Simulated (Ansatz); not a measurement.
`[NH2][V](=[O])([Cl])[Cl]` + CH₄ → `[CH3][V](=[O])([Cl])[Cl]` + NH₃ at 700 K and 1 bar (formal exchange of groups at a V–N bond).

Gas-phase electronic energies from Ansatz, PBE0-D4/def2-TZVP geometries. CCSD(T)/CBS is the MP2 limit (def2-TZVPP, def2-QZVPP) plus CCSD(T) − MP2 in def2-TZVPP, frozen cores. This one scheme is used for every species. For V outer-core shells are correlated without core-valence functions, which leaves a few kJ/mol of doubt a bond. Scalar relativity is left out up to krypton. Each species was taken in one conformer, which may not be the lowest.

| species | CCSD(T)/CBS energy (Eh) | H − E (kJ/mol) | S (J/(mol·K)) |
| --- | --- | --- | --- |
| `[NH2][V](=[O])([Cl])[Cl]` | -1994.25563 | 153.2 | 449.7 |
| CH₄ | -40.46206 | 145.9 | 224.0 |
| `[CH3][V](=[O])([Cl])[Cl]` | -1978.17138 | 182.5 | 467.7 |
| NH₃ | -56.50880 | 116.9 | 226.5 |

H − E and S are ideal-gas, rigid-rotor, harmonic terms from PBE0-D4/def2-TZVP, for one conformer and one mirror image of each species. 1 Eh = 2625.50 kJ/mol, R = 8.31446 J/(mol·K).

Q: By hand: ΔE, ΔH, ΔS and ΔG.

A: ΔE = (-1978.17138) + (-56.50880) − (-1994.25563) − (-40.46206) = 0.03751 Eh = 98.5 kJ/mol. Δ(H − E) = 182.5 + 116.9 − 153.2 − 145.9 = 0.3, so ΔH = 98.8 kJ/mol. ΔS = 467.7 + 226.5 − 449.7 − 224.0 = 20.5 J/(mol·K). ΔG = 98.8 − 700 × (20.5)/1000 = 84.5 kJ/mol.

Q: By hand: the equilibrium constant, and the temperature at which ΔG would vanish if ΔH and ΔS stayed fixed.

A: log₁₀ K = −ΔG/(RT ln 10) = -6.3. ΔG = 0 at ΔH/ΔS = 4820 K, far beyond where these terms or the molecules hold.

ΔH outweighs TΔS. A doubt of 5 kJ/mol in ΔE shifts log₁₀ K by 0.4 here. Other conformers and mirror images would add mixing entropy, several J/(mol·K) or more a flexible species. These are equilibria of isolated gas molecules and say nothing of rates. Largest T1 diagnostic: 0.032 (customary marks: 0.02 for closed shells, 0.045 for open ones).
